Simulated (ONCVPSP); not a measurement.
## Plane-wave convergence, ONCV potential for cadmium (Cd)

| Property | Result |
| --- | --- |
| Element | cadmium (Cd) |
| Generator | ONCVPSP 4.0.1 |
| Type | optimised norm-conserving Vanderbilt (ONCV) |
| Functional | LDA (Perdew-Zunger) |
| Relativity | scalar-relativistic |
| Frozen core | [Ar] 3d10 |
| Valence charge | 20 |
| Reference configuration | 4s2 4p6 4d9 (charge +3) |
| Partial waves | 4s: rc 1.50 bohr, ncon 5, nbas 9, qcut 8.4 1/bohr, 1 projector; 4p: rc 1.05 bohr, ncon 3, nbas 8, qcut 8 1/bohr, 2 projectors, debl 0.8 Ha; 4d: rc 1.65 bohr, ncon 4, nbas 8, qcut 9 1/bohr, 2 projectors, debl 3.3 Ha |
| Local potential | polynomial inside 1.00 bohr (lpopt 5, dvloc0 0 Ha) |
| Core correction | Teter function, fcfact 2.5, rcfact 1.45 |

In the p channel the program set the typed energies aside and used -3.761, 0.250 Ha.

Task: For each optimised wave give the share of its norm inside rc, the residual kinetic energy above qcut (Ha) and the cutoffs (Ha) for errors of 10, 1, 0.1 and 0.01 mHa per electron.

Result:

| wave | norm inside rc | residual KE | 10 mHa | 1 mHa | 0.1 mHa | 0.01 mHa |
| --- | --- | --- | --- | --- | --- | --- |
| 4s | 0.967 | 3.9e-05 | 22.4 | 28.4 | 33.4 | 86.9 |
| 4p | 0.653 | 2.0e-03 | 15.8 | 54.9 | 214.2 | not reached |
| p projector 2 | 0.020 | 2.8e-04 | 12.0 | 17.6 | 40.0 | 130.2 |
| 4d | 0.835 | 3.3e-06 | 24.9 | 30.6 | 35.0 | 38.8 |
| d projector 2 | 0.047 | 5.4e-06 | 22.1 | 29.3 | 34.8 | 39.4 |

The occupied waves need 55 Ha and 214 Ha for 1 and 0.1 mHa. Note: ghosts flagged at negative energy: s at -43.2 eV; no localised positive-energy state flagged. A true bound ghost makes a file unfit for plane-wave use. 3 of 4 tests not solved or not reliable.
